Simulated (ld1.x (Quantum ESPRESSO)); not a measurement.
# An odd input for ld1.x (Quantum ESPRESSO) 7.5 (manganese)

Command:

```bash
ld1.x < Mn.in > Mn.out
```

Input:

```
&input
   title='Mn', zed=25., rel=2, dft='PBE', iswitch=3,
   config='[Ar] 3d5 4s2 4p0',
   nld=3, rlderiv=2.40, eminld=-6.0, emaxld=5.0, deld=0.02
 /
 &inputp
   pseudotype=3, lpaw=.true., tm=.true., lloc=-2, rcloc=1.40,
   nlcc=.true.,
   which_augfun='PSQ', rmatch_augfun_nc=.true.,
   file_pseudopw='Mn.UPF', file_wfcaegen='ae.wfc', file_wfcncgen='nc.wfc', file_beta='beta', file_chi='chi', file_wfcusgen='us.wfc'
 /
6
4S  1  0   2.00   0.00  2.05  2.20  0.0
4S  1  0   0.00   0.75  2.05  2.20  0.0
3P  2  1   6.00   0.00  1.25  1.45  0.0
4P  3  1   0.00   0.00  1.25  1.45  0.0
3D  3  2   5.00   0.00  1.05  1.40  0.0
3D  3  2   0.00   1.50  1.05  1.40  0.0
 &test
   configts(1)='3p6 3d5 4s2 4p0'
 /
```

This is an input that runs to its end, with one change: rel changed from 1 to 2.

Q: How does the run end?

A: The program runs through. The occupied levels of the test differ from the all-electron ones by at most 0.00001 Ry (unchanged input: 0.00000 Ry).

```
     eps = 9.0E-16  iter =  4

     Etot =   -2316.651666 Ry,   -1158.325833 Ha,  -31519.651643 eV
     Etotps =  -229.173994 Ry,    -114.586997 Ha,   -3118.071033 eV

     Ekin =     190.355674 Ry,      95.177837 Ha,    2589.920889 eV
     Encl =    -440.952082 Ry,    -220.476041 Ha,   -5999.458715 eV
     Ehrt =     125.339699 Ry,      62.669849 Ha,    1705.333475 eV
     Ecxc =    -103.917284 Ry,     -51.958642 Ha,   -1413.866682 eV
     (Ecc =     -12.752973 Ry,      -6.376487 Ha,    -173.513043 eV)

     ---------------------- End of pseudopotential test ----------------------
```
